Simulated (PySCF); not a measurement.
Species: 4-methoxythioanisole, C₈H₁₀OS.
Bonds: C1–O2, O2–C3, C3–C4 (aromatic), C4–C5 (aromatic), C5–C6 (aromatic), C6–S7, S7–C8, C6–C9 (aromatic), C9–C10 (aromatic), C3–C10 (aromatic). Hydrogens: H11, H12, H13 on C1; H14 on C4; H15 on C5; H16, H17, H18 on C8; H19 on C9; H20 on C10.

Computed by this run: PySCF, PBE0-D3(BJ)/def2-SVP geometry optimisation, gas phase; density fitting, grid level 2; the optimiser is geomeTRIC in internal coordinates, started from a GFN2-xTB structure.

Step 0: E = -21314.5791 eV
```
atom  x, y, z in Å  |  force x, y, z in eV/Å
C1     -3.7514   -0.1132    0.3164    0.491   0.422   0.104
O2     -2.6623    0.7517    0.5233    0.323  -0.338  -0.139
C3     -1.4058    0.2852    0.2706   -0.624   0.433   0.192
C4     -0.3652    1.1854    0.4928   -0.177  -0.064  -0.008
C5      0.9476    0.8241    0.2711   -0.138   0.016   0.018
C6      1.2474   -0.4546   -0.1796    0.774  -0.224  -0.133
S7      2.8865   -1.0399   -0.5021    0.186   0.027   0.001
C8      3.9471    0.3668   -0.0651   -0.701  -0.628  -0.193
C9      0.2129   -1.3550   -0.4029    0.130   0.108   0.023
C10    -1.1026   -0.9952   -0.1824   -0.225   0.063   0.038
H11    -3.6933   -0.9958    0.9620   -0.015  -0.276   0.162
H12    -4.6382    0.4635    0.5751   -0.300   0.083   0.050
H13    -3.8198   -0.4320   -0.7289   -0.051  -0.124  -0.292
H14    -0.6086    2.1762    0.8429   -0.152   0.443   0.161
H15     1.7236    1.5496    0.4538    0.349   0.306   0.075
H16     4.9647    0.0276   -0.2345    0.398  -0.112  -0.056
H17     3.7295    1.2131   -0.7105    0.002   0.428  -0.197
H18     3.8124    0.6220    0.9821    0.039   0.211   0.425
H19     0.4489   -2.3481   -0.7541    0.044  -0.481  -0.161
H20    -1.8784   -1.7210   -0.3670   -0.352  -0.294  -0.071
```

Task: Estimate the geometry and energy of step 1. (The exact step hangs on the optimiser's Hessian estimate; all steps are aligned on step 0, rigid shifts and turns removed.)

Result: E = -21314.6346 eV, largest force 0.134 eV/Å
```
atom  x, y, z in Å  |  force x, y, z in eV/Å
C1     -3.7374   -0.1102    0.3128   -0.105  -0.061  -0.012
O2     -2.6596    0.7533    0.5207   -0.028   0.039   0.018
C3     -1.4124    0.3003    0.2768    0.072  -0.050  -0.026
C4     -0.3632    1.1972    0.4996   -0.050   0.066   0.025
C5      0.9546    0.8236    0.2747    0.115   0.042   0.004
C6      1.2677   -0.4643   -0.1810   -0.084  -0.009   0.005
S7      2.8992   -1.0557   -0.5034   -0.033   0.013   0.005
C8      3.9230    0.3534   -0.0719    0.128   0.040   0.014
C9      0.2137   -1.3574   -0.4009    0.025  -0.076  -0.027
C10    -1.1098   -0.9884   -0.1781   -0.044  -0.031  -0.008
H11    -3.6825   -1.0078    0.9574    0.015   0.039  -0.023
H12    -4.6476    0.4491    0.5689    0.033  -0.006  -0.005
H13    -3.8108   -0.4388   -0.7411    0.021   0.018   0.040
H14    -0.6072    2.2013    0.8551    0.010  -0.030  -0.012
H15     1.7421    1.5565    0.4604   -0.029  -0.024  -0.005
H16     4.9608    0.0298   -0.2434   -0.056   0.029   0.012
H17     3.7181    1.2259   -0.7122    0.001  -0.037   0.021
H18     3.8138    0.6320    0.9883    0.001  -0.014  -0.043
H19     0.4306   -2.3698   -0.7557   -0.012   0.034   0.012
H20    -1.8983   -1.7195   -0.3639    0.021   0.021   0.005
```

The energy changes by -0.0555 eV. The first-order estimate −F·Δx gives -0.1222 eV and the mean of the old and new forces, exact on a quadratic surface, -0.0555 eV. The step makes an angle of 47° with the force vector and moves no atom by more than 0.028 Å.

What follows is the cost of the whole optimisation. Time: 52 s wall; peak memory 0.90 GiB. Hardware: AMD EPYC 9R45, one thread (shared host).
